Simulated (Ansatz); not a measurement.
One geometry of AlCu₆⁻, several levels of theory.

```yaml
crystal:
  periodic: [false, false, false]
  atoms:
    - {symbol: Cu, position_ang: [0.706359, 1.051631, 0.822255]}
    - {symbol: Cu, position_ang: [2.373905, 0.509013, -0.942805]}
    - {symbol: Cu, position_ang: [-0.708023, -0.952972, 1.066552]}
    - {symbol: Cu, position_ang: [-0.017154, -0.016759, -1.144459]}
    - {symbol: Cu, position_ang: [1.625371, -1.162377, 0.500314]}
    - {symbol: Cu, position_ang: [-2.283966, -0.689346, -0.764304]}
    - {symbol: Al, position_ang: [-1.696502, 1.260800, 0.462457]}
basis:
  gaussian: {orbitals: def2-TZVPD, initial_orbitals: start.molden}
total_charge: -1
hamiltonian: {xc: {name: r2SCANh}, dispersion: d4}
scf: {omitted_lower_state_checks: [starts]}
output: {orbitals: {seedname: orbitals}}
```

The file start.molden holds the orbitals of an earlier run on this structure, at another level or in another basis.

```sh
$ ansatz run in.yaml --threads 4 --pin off --events-out ev --progress --plain --max-ram 4787MiB
```

Output, abridged:

```
Functional definition: r2SCANh
  name "r2SCANh"
  cite "Bursch, Neugebauer, Ehlert & Grimme, J. Chem. Phys. 156, 134105 (2022) doi:10.1063/5.0086040"
  cite "Furness, Kaplan, Ning, Perdew & Sun, J. Phys. Chem. Lett. 11, 8208 (2020) doi:10.1021/acs.jpclett.0c02405"
  cite "Furness, Kaplan, Ning, Perdew & Sun, J. Phys. Chem. Lett. 11, 9248 (2020) doi:10.1021/acs.jpclett.0c03077"
  parent r2scan
  parameter a = 0.1
  parameter k0 = 0.174
  parameter k1 = 0.065
  parameter a1 = 4.9479
  exchange = (1 - a)*r2scan_x(k0 = k0, k1 = k1, a1 = a1) + a*exact_x
  correlation = r2scan_c
these checks for a lower state are left out or cut short: starts
3156 factors; their error is unknown
the host lacks memory for fits, so the integrals are decomposed
3136 factors; integrals over basis functions are off by at most 4.1e-4 eV
mean field evaluation 1: about -274442.3111 eV, gradient 9.4e0 eV
mean field evaluation 2: about -274442.4349 eV, gradient 3.3e-1 eV
mean field evaluation 4: about -274442.6241 eV, gradient 4.8e-3 eV
mean field -274442.62407729 eV, -10085.5804109484 hartree, gradient 2.6e-5 eV, S^2 0.000000; 0 other end points of the search recorded, 0 dependent functions left out
reference -274442.62408911 eV, -10085.5804113827 hartree; 94, 94 occupied and 237, 237 virtual orbitals, 3136 factors
Total energy: -274442.74301752 eV, -10085.5847819215 hartree
Checks for a lower state left out: starts
```

Hardware: 4 threads of Intel Xeon Platinum 8259CL on a shared host. Wall time 51 s, peak host memory 2.3 GiB.

Geometry: PBE-D4/def2-SVPD.

The restricted singlet is unstable towards broken spin symmetry in Hartree–Fock (as tested in another run); at r2SCANh-D4/def2-TZVPD this wasn't settled. Another isomer (singlet) lies 0.33 eV lower at PBE0-D4/def2-TZVPD; other spin states weren't run for this one.
